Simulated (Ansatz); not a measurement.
Input for Ansatz (an electronic-structure program): R-B3LYP-D3(BJ)/def2-TZVP on CH4 (SMILES C).

Ansatz 0.2 input:
```yaml
crystal:
  periodic: [false, false, false]
  atoms:
    - {symbol: C, position_ang: [0.00000000, 0.00000000, 0.00000000]}
    - {symbol: H, position_ang: [0.62910000, 0.62910000, 0.62910000]}
    - {symbol: H, position_ang: [-0.62910000, -0.62910000, 0.62910000]}
    - {symbol: H, position_ang: [0.62910000, -0.62910000, -0.62910000]}
    - {symbol: H, position_ang: [-0.62910000, 0.62910000, -0.62910000]}
basis:
  gaussian:
    orbitals: def2-TZVP
hamiltonian:
  xc: b3lyp
  dispersion: d3bj
relax: {f_tol: 0.004, max_steps: 120}
scf: {lower_state_search: off}
```

Output:

```
WARN ansatz: RAYON_NUM_THREADS=4 ignored (pool sized by the plan → 4); use --threads N
Functional definition: B3LYP
these checks for a lower state are left out or cut short: stability, starts, cluster_reference, orbital_swaps, neighbouring_geometries, increment
integrals: 0.01 GiB planned
356 factors; their error is unknown
mean field: 0.10 GiB planned
mean field evaluation 1: about -1097.5520 eV, gradient 5.0e1 eV
mean field evaluation 2: about -1095.4705 eV, gradient 5.4e1 eV
mean field evaluation 4: about -1103.0918 eV, gradient 6.8e-2 eV
mean field evaluation 8: about -1103.0821 eV, gradient 7.7e-4 eV
mean field -1103.08211623 eV, -40.5375200757 hartree, gradient 7.1e-7 eV, S^2 0.000000; 0 other end points of the search recorded, 0 dependent functions left out
the calculation of the forces begins
reference -1103.08229609 eV, -40.5375266852 hartree; 5, 5 occupied and 50, 50 virtual orbitals, 356 factors
relax step   1: F+E_penalty+E_count = -1103.13418472 eV  Δ(F+E_penalty+E_count) = +0.000e0 eV  max|allowed force component| = 8.227e-3 eV/Å  Δτ_max = 0.0000 Å  (13 SCF iters, accepted)
these checks for a lower state are left out or cut short: stability, starts, cluster_reference, orbital_swaps, neighbouring_geometries, increment
integrals: 0.01 GiB planned
356 factors; their error is unknown
mean field: 0.10 GiB planned
mean field evaluation 16: about -1103.0918 eV, gradient 2.5e-1 eV
mean field -1103.08212661 eV, -40.5375204568 hartree, gradient 1.8e-6 eV, S^2 0.000000; 0 other end points of the search recorded, 0 dependent functions left out
the calculation of the forces begins
reference -1103.08230644 eV, -40.5375270654 hartree; 5, 5 occupied and 50, 50 virtual orbitals, 356 factors
relax step   2: F+E_penalty+E_count = -1103.13419576 eV  Δ(F+E_penalty+E_count) = -1.104e-5 eV  max|allowed force component| = 2.253e-3 eV/Å  Δτ_max = 0.0003 Å  (16 SCF iters, accepted)
Total energy: -1103.13437559 eV, -40.5394405716 hartree
Atom 0 at     0.000000     0.000000    -0.000000 Å, force     0.000000    -0.000000    -0.000000 eV/Å
Atom 1 at     0.628924     0.628924     0.628924 Å, force    -0.002253    -0.002253    -0.002253 eV/Å
Atom 2 at    -0.628924    -0.628924     0.628924 Å, force     0.002253     0.002253    -0.002253 eV/Å
Atom 3 at     0.628924    -0.628924    -0.628924 Å, force    -0.002253     0.002253     0.002253 eV/Å
Atom 4 at    -0.628924     0.628924    -0.628924 Å, force     0.002253    -0.002253     0.002253 eV/Å
Dipole moment:    -0.000000     0.000000     0.000000 e Å
Checks for a lower state left out: stability, starts, cluster_reference, orbital_swaps, neighbouring_geometries, increment
```

Self-consistency was reached.

Cost: very roughly 0.5 core-seconds.
